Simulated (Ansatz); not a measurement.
A made-up structure of AlH3TeO, singlet:

```csv
atom,x (Å),y (Å),z (Å)
O1,-0.8949,-0.9269,-0.5795
Al2,-0.0940,0.5442,-0.3276
Te3,1.6310,0.5982,1.5108
H4,-1.5644,-1.0497,-1.2508
H5,-0.3993,1.8308,-1.1922
H6,-0.6070,-1.8165,-0.3214
```

It is relaxed with PBE-D4/def2-SVP and then PBE0-D4/def2-TZVP (Ansatz 0.2.0). Atoms count as bonded within 1.22 times the sum of their covalent radii (H–H: 0.88 Å). The end point is not checked to be a true minimum.

Question: Does its bonding change? (A judgement: the text doesn't fix the answer.)

Answer: By the calculation: No: no bond forms or breaks.

Where it ends: The first stage lowers the energy by 1.16 eV in 16 steps. It ends as AlH₃TeO ([OH2][AlH][Te]):
```tsv
atom	x (Å)	y (Å)	z (Å)
O1	-0.7091	-0.9287	-0.8491
Al2	0.0333	0.8033	-0.2976
Te3	1.4553	0.1853	1.4884
H4	-1.6244	-1.1416	-1.0701
H5	-0.7157	1.7804	-1.2846
H6	-0.3680	-1.5185	-0.1477
```

Labels in which every atom is bracketed show which atoms are joined, not bond orders.

For scale, one of the runs: PBE0-D4/def2-TZVP relaxation, 136 basis functions, launched by `ansatz run in.yaml --threads 2 --pin off --events-out ev --progress --plain --max-ram 4352MiB`. Hardware: 2 CPU threads of an Arm Neoverse V2, shared host. Wall time about 26 s.
